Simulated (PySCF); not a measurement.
A species of formula C7H14O has this rotational fingerprint, computed with PBE0-D3(BJ)/def2-SVP geometry optimisation, gas phase in PySCF 2.14.0:

```
Rotational constants : A = 3288, B = 1500, C = 1378 MHz
Dipole components    : |μa| = 1.94 D, |μb| = 0.00 D, |μc| = 0.69 D
Inertial defect      : -123.91 u·Å²
κ                    : -0.87
```

Task: Which structure is it? (One computed conformer of each.)
A. `[CH3:1][CH2:2][CH:3]([CH2:4][CH3:5])[C:6]([CH3:7])=[O:8]` with C1–C2–C3–C4 -176°, C2–C3–C4–C5 176°, C2–C3–C6–C7 -119° (3-ethylpentan-2-one)
B. `[OH:1][CH2:2][CH2:3][CH:4]1[CH2:5][CH2:6][CH2:7][CH2:8]1` with H–O1–C2–C3 -178°, O1–C2–C3–C4 -179°, C2–C3–C4–C5 -64°, C3–C4–C5–C6 -147°, C4–C5–C6–C7 -4°, C5–C6–C7–C8 28°, C6–C7–C8–C4 -41°
C. `[CH3:1][CH:2]([CH3:3])[C@@H:4]([CH3:5])[CH2:6][CH:7]=[O:8]` with C1–C2–C4–C5 177°, C2–C4–C6–C7 171°, C4–C6–C7–O8 134°
D. `CC(C)(C)C1COC1`

Result: D. It is CC(C)(C)C1COC1, an asymmetric top, point group Cs. The candidates at the same level (rigid rotor, commonest isotopes):

```csv
SMILES,A (MHz),B (MHz),C (MHz),μa (D),μb (D),μc (D),Δ (u·Å²),point group,rotor
CC(C)[C@@H](C)CC=O,3798,1057,879.4,2.84,0.27,0.66,-36.58,C1,asymmetric top
OCCC1CCCC1,5361,953.5,857.9,0.09,1.17,0.91,-35.19,C1,near-prolate asymmetric top
CC(C)(C)C1COC1,3288,1500,1378,1.94,0.00,0.69,-123.91,Cs,asymmetric top
CCC(CC)C(C)=O,2271,1612,1206,0.00,0.76,2.40,-117.00,Cs,asymmetric top
```

`CCC(CC)C(C)=O` has A 31 % too low; `OCCC1CCCC1` has A 63 % too high; `CC(C)[C@@H](C)CC=O` has C 36 % too low. In the right answer the mirror of this Cs structure is the ac plane, so μb vanishes by symmetry. No structure here is proved a minimum.
